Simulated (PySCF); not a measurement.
Cl2Ge, charge +1, doublet, at a GFN2-xTB geometry (a state made from the parent by changing its charge; the spin is typed, not shown lowest), atoms displaced at random by about 0.08 Å a coordinate; PBE0/STO-3G, gradient by finite differences run with PySCF.

Input for PySCF:
```python
from pyscf import gto, scf, dft

mol = gto.M(
    atom='''
Ge   -0.069123   -0.024141    0.417801
Cl    1.190791    1.293732   -0.456121
Cl   -1.151447   -1.489949   -0.602017
''',
    basis='sto-3g',
    charge=1,
    spin=1,
    verbose=4,
)

mf = dft.UKS(mol)
mf.xc = 'pbe0'
mf.conv_tol = 1e-11
mf.kernel()
scan, done = mf.as_scanner(), []
scan.scf_summary = {}
def energy(d):
    c = mol.atom_coords()
    c[2, 2] += d
    e = scan(mol.set_geom_(c, unit='Bohr', inplace=False))
    done.append(scan.converged)
    return e
h = 1e-3
fd = (energy(h) - energy(-h)) / (2 * h)
print('dE/dx =', fd)
```

Q: What does PySCF print? Leave out banner, timings and long lists.

A: 
```
PySCF version 2.14.0

[INPUT] verbose = 4
[INPUT] num. atoms = 3
[INPUT] num. electrons = 65
[INPUT] charge = 1
[INPUT] spin (= nelec alpha-beta = 2S) = 1
[INPUT] symmetry False subgroup None
[INPUT] Mole.unit = angstrom
[INPUT] Symbol           X                Y                Z      unit          X                Y                Z       unit  Magmom
[INPUT]  1 Ge    -0.069123000000  -0.024141000000   0.417801000000 AA   -0.130623538908  -0.045619878373   0.789529464569 Bohr   0.0
[INPUT]  2 Cl     1.190791000000   1.293732000000  -0.456121000000 AA    2.250268861597   2.444799158586  -0.861943769663 Bohr   0.0
[INPUT]  3 Cl    -1.151447000000  -1.489949000000  -0.602017000000 AA   -2.175919476952  -2.815595549570  -1.137647252332 Bohr   0.0

nuclear repulsion = 322.249033176243
number of shells = 18
number of NR pGTOs = 108
number of NR cGTOs = 36
basis = sto-3g
ecp = {}

******** <class 'pyscf.dft.uks.UKS'> ********
method = UKS
initial guess = minao
damping factor = 0
level_shift factor = 0
DIIS = <class 'pyscf.scf.diis.CDIIS'>
diis_start_cycle = 1
diis_space = 8
diis_damp = 0
SCF conv_tol = 1e-11
SCF conv_tol_grad = None
SCF max_cycles = 50
direct_scf = True
direct_scf_tol = 1e-13
number electrons alpha = 33  beta = 32
XC library pyscf.dft.libxc version 7.1.2
    S. Lehtola, C. Steigemann, M. J. T. Oliveira, and M. A. L. Marques,  SoftwareX 7, 1–5 (2018)
XC functionals = pbe0
    C. Adamo and V. Barone,  J. Chem. Phys. 110, 6158 (1999)
    M. Ernzerhof and G. E. Scuseria,  J. Chem. Phys. 110, 5029 (1999)
radial grids:
    Treutler-Ahlrichs [JCP 102, 346 (1995); DOI:10.1063/1.469408] (M4) radial grids

becke partition: Becke, JCP 88, 2547 (1988); DOI:10.1063/1.454033
pruning grids: <function nwchem_prune>
grids dens level: 3
symmetrized grids: False
atomic radii adjust function: <function treutler_atomic_radii_adjust>
small_rho_cutoff = 0
Set gradient conv threshold to 3.16228e-06
tot grids = 58400
init E= -2960.33412438963

cycle= 1 E= -2962.68896976457  delta_E= -2.35  |g|= 0.168  |ddm|= 1.81
cycle= 2 E= -2962.70963964909  delta_E= -0.0207  |g|= 0.0536  |ddm|= 0.529
cycle= 3 E= -2962.71053519987  delta_E= -0.000896  |g|= 0.0457  |ddm|= 0.208
cycle= 4 E= -2962.71265801301  delta_E= -0.00212  |g|= 0.00225  |ddm|= 0.0989
cycle= 5 E= -2962.71267399729  delta_E= -1.6e-05  |g|= 0.00144  |ddm|= 0.0155
cycle= 6 E= -2962.71267655825  delta_E= -2.56e-06  |g|= 0.000565  |ddm|= 0.005
cycle= 7 E= -2962.71267722413  delta_E= -6.66e-07  |g|= 9.75e-05  |ddm|= 0.0026
cycle= 8 E= -2962.71267725356  delta_E= -2.94e-08  |g|= 1.7e-05  |ddm|= 0.000686
cycle= 9 E= -2962.71267725463  delta_E= -1.07e-09  |g|= 2.79e-06  |ddm|= 0.000121
cycle= 10 E= -2962.71267725467  delta_E= -3.87e-11  |g|= 5.5e-07  |ddm|= 2.18e-05
cycle= 11 E= -2962.71267725467  delta_E= 9.09e-13  |g|= 5.31e-08  |ddm|= 2.54e-06
Extra cycle  E= -2962.71267725467  delta_E= -4.55e-13  |g|= 3.59e-08  |ddm|= 2.87e-07
converged SCF energy = -2962.71267725467  <S^2> = 0.75395788  2S+1 = 2.003954
Create scanner for <class 'pyscf.dft.uks.UKS'>

WARN: Mole.unit (angstrom) is changed to Bohr

New geometry
   1 Ge    -0.069123000000  -0.024141000000   0.417801000000 AA   -0.130623538908  -0.045619878373   0.789529464569 Bohr
   2 Cl     1.190791000000   1.293732000000  -0.456121000000 AA    2.250268861597   2.444799158586  -0.861943769663 Bohr
   3 Cl    -1.151447000000  -1.489949000000  -0.601487822789 AA   -2.175919476952  -2.815595549570  -1.136647252332 Bohr

******** <class 'pyscf.scf.hf.UKS_Scanner'> ********
method = UKS_Scanner
initial guess = minao
damping factor = 0
level_shift factor = 0
DIIS = <class 'pyscf.scf.diis.CDIIS'>
diis_start_cycle = 1
diis_space = 8
diis_damp = 0
SCF conv_tol = 1e-11
SCF conv_tol_grad = None
SCF max_cycles = 50
direct_scf = True
direct_scf_tol = 1e-13
number electrons alpha = 33  beta = 32
XC library pyscf.dft.libxc version 7.1.2
    S. Lehtola, C. Steigemann, M. J. T. Oliveira, and M. A. L. Marques,  SoftwareX 7, 1–5 (2018)
XC functionals = pbe0
    C. Adamo and V. Barone,  J. Chem. Phys. 110, 6158 (1999)
    M. Ernzerhof and G. E. Scuseria,  J. Chem. Phys. 110, 5029 (1999)
radial grids:
    Treutler-Ahlrichs [JCP 102, 346 (1995); DOI:10.1063/1.469408] (M4) radial grids

becke partition: Becke, JCP 88, 2547 (1988); DOI:10.1063/1.454033
pruning grids: <function nwchem_prune>
grids dens level: 3
symmetrized grids: False
atomic radii adjust function: <function treutler_atomic_radii_adjust>
small_rho_cutoff = 0
Set gradient conv threshold to 3.16228e-06
tot grids = 58400
init E= -2962.71270806515
cycle= 1 E= -2962.71267827321  delta_E= 2.98e-05  |g|= 4.39e-05  |ddm|= 0.000566
cycle= 2 E= -2962.71267827377  delta_E= -5.65e-10  |g|= 4.31e-05  |ddm|= 0.00024
cycle= 3 E= -2962.71267827611  delta_E= -2.34e-09  |g|= 6.86e-06  |ddm|= 0.000132
cycle= 4 E= -2962.7126782762  delta_E= -9.55e-11  |g|= 1.24e-06  |ddm|= 2.77e-05
cycle= 5 E= -2962.7126782762  delta_E= -1.82e-12  |g|= 3.94e-07  |ddm|= 1.28e-05
Extra cycle  E= -2962.71267827621  delta_E= -1.82e-12  |g|= 3.69e-07  |ddm|= 2.42e-06
converged SCF energy = -2962.71267827621  <S^2> = 0.75395615  2S+1 = 2.0039522

WARN: Mole.unit (angstrom) is changed to Bohr

New geometry
   1 Ge    -0.069123000000  -0.024141000000   0.417801000000 AA   -0.130623538908  -0.045619878373   0.789529464569 Bohr
   2 Cl     1.190791000000   1.293732000000  -0.456121000000 AA    2.250268861597   2.444799158586  -0.861943769663 Bohr
   3 Cl    -1.151447000000  -1.489949000000  -0.602546177211 AA   -2.175919476952  -2.815595549570  -1.138647252332 Bohr

******** <class 'pyscf.scf.hf.UKS_Scanner'> ********
method = UKS_Scanner
initial guess = minao
damping factor = 0
level_shift factor = 0
DIIS = <class 'pyscf.scf.diis.CDIIS'>
diis_start_cycle = 1
diis_space = 8
diis_damp = 0
SCF conv_tol = 1e-11
SCF conv_tol_grad = None
SCF max_cycles = 50
direct_scf = True
direct_scf_tol = 1e-13
number electrons alpha = 33  beta = 32
XC library pyscf.dft.libxc version 7.1.2
    S. Lehtola, C. Steigemann, M. J. T. Oliveira, and M. A. L. Marques,  SoftwareX 7, 1–5 (2018)
XC functionals = pbe0
    C. Adamo and V. Barone,  J. Chem. Phys. 110, 6158 (1999)
    M. Ernzerhof and G. E. Scuseria,  J. Chem. Phys. 110, 5029 (1999)
radial grids:
    Treutler-Ahlrichs [JCP 102, 346 (1995); DOI:10.1063/1.469408] (M4) radial grids

becke partition: Becke, JCP 88, 2547 (1988); DOI:10.1063/1.454033
pruning grids: <function nwchem_prune>
grids dens level: 3
symmetrized grids: False
atomic radii adjust function: <function treutler_atomic_radii_adjust>
small_rho_cutoff = 0
Set gradient conv threshold to 3.16228e-06
tot grids = 58400
init E= -2962.71261668138
cycle= 1 E= -2962.71267617083  delta_E= -5.95e-05  |g|= 8.79e-05  |ddm|= 0.00113
cycle= 2 E= -2962.71267617308  delta_E= -2.25e-09  |g|= 8.65e-05  |ddm|= 0.000481
cycle= 3 E= -2962.71267618245  delta_E= -9.38e-09  |g|= 1.37e-05  |ddm|= 0.000264
cycle= 4 E= -2962.71267618282  delta_E= -3.61e-10  |g|= 2.48e-06  |ddm|= 5.54e-05
cycle= 5 E= -2962.71267618285  delta_E= -3.73e-11  |g|= 7.43e-07  |ddm|= 2.55e-05
cycle= 6 E= -2962.71267618285  delta_E= 2.27e-12  |g|= 5.87e-07  |ddm|= 6.06e-06
Extra cycle  E= -2962.71267618285  delta_E= -2.27e-12  |g|= 7.84e-07  |ddm|= 3.15e-06
converged SCF energy = -2962.71267618285  <S^2> = 0.7539596  2S+1 = 2.0039557
dE/dx = -0.0010466765161254443
```
